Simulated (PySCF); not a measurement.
C₂H₇ClOSi.

```xyz
12

O     -2.3881     0.4520     1.0527
C     -2.2358    -0.2849    -0.1516
C     -0.8875    -0.0050    -0.8166
Si     0.4918     0.0237     0.4750
Cl     2.3172    -0.1488    -0.5349
H     -2.4322     1.3920     0.8300
H     -2.2934    -1.3450     0.1421
H     -3.0757    -0.0989    -0.8489
H     -0.6540    -0.7652    -1.5810
H     -0.8932     0.9682    -1.3401
H      0.3736    -1.1319     1.4012
H      0.5438     1.3020     1.2288
```

Geometry: B3LYP-D3(BJ)/def2-SVP. The values are those of a single conformer.

Level of theory: PBE/pcSseg-1 (PySCF). Non-relativistic, no solvent.

Computed absolute GIAO shielding of each atom: isotropic value and principal components (ppm):
```json
[
 {"atom": "O1", "σ(iso)": "265.6", "σ11": "247.9", "σ22": "272.1", "σ33": "276.7", "span": "28.9"},
 {"atom": "C2", "σ(iso)": "113.2", "σ11": "80.5", "σ22": "103.7", "σ33": "155.4", "span": "74.9"},
 {"atom": "C3", "σ(iso)": "153.0", "σ11": "120.9", "σ22": "153.8", "σ33": "184.3", "span": "63.4"},
 {"atom": "Si4", "σ(iso)": "335.2", "σ11": "279.0", "σ22": "341.3", "σ33": "385.4", "span": "106.4"},
 {"atom": "Cl5", "σ(iso)": "976.2", "σ11": "954.1", "σ22": "966.3", "σ33": "1008.0", "span": "53.9"},
 {"atom": "H6", "σ(iso)": "31.2", "σ11": "24.5", "σ22": "28.8", "σ33": "40.3", "span": "15.8"},
 {"atom": "H7", "σ(iso)": "27.3", "σ11": "23.1", "σ22": "27.4", "σ33": "31.3", "span": "8.2"},
 {"atom": "H8", "σ(iso)": "26.9", "σ11": "21.9", "σ22": "26.7", "σ33": "32.2", "span": "10.3"},
 {"atom": "H9", "σ(iso)": "30.0", "σ11": "25.9", "σ22": "29.2", "σ33": "35.0", "span": "9.1"},
 {"atom": "H10", "σ(iso)": "29.6", "σ11": "26.4", "σ22": "29.3", "σ33": "33.0", "span": "6.5"},
 {"atom": "H11", "σ(iso)": "25.9", "σ11": "21.7", "σ22": "25.6", "σ33": "30.4", "span": "8.7"},
 {"atom": "H12", "σ(iso)": "25.8", "σ11": "21.2", "σ22": "25.9", "σ33": "30.4", "span": "9.2"}
]
```
